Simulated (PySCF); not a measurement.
## GaF under electron impact: the energy ladder

CCSD(T) in PySCF with def2-TZVPPD on every atom, for the lowest determinant that a PBE0 search found; no spin–orbit coupling.

```
species  state (unpaired electrons)  Re (Å)  ωe (cm⁻¹)  energy of the minimum from the neutral (eV)  De (eV)  dissociates to
    GaF      singlet (closed shell)   1.785        622                                         0.00     6.05          Ga + F
   GaF⁺               doublet (σ ↑)   1.699        752                                        10.32     1.64         Ga⁺ + F
```

**Question.** Work out the lowest energy to break GaF into atoms, from its vibrational ground state.

**Answer.** D0 = De − ωe/2 = 6.05 − 0.04 = 6.01 eV (CCSD(T)/def2-TZVPPD).

**Question.** Work out the ionisation energy of the Ga atom at this level and the threshold of dissociative ionisation.

**Answer.** IE(Ga) = 10.32 + 1.64 − 6.05 = 5.91 eV, so Ga⁺ + F + e⁻ appears at D0 + IE(Ga) = 11.92 eV (CCSD(T)/def2-TZVPPD). The measured IE(Ga) is 5.999 eV (NIST ASD).

These are thermodynamic thresholds; the onsets seen under electron impact lie higher where the geometry changes, and cross-sections peak well above them.

Correlated steps freeze 10 core orbitals. For an ion De counts to the pair picked by the measured ionisation energies or electron affinities, which need not be the lowest pair at this level. Where the molecule has an RHF reference, its open-shell atoms are computed with UHF. States were picked by a PBE0 search and need not be the measured ground states.
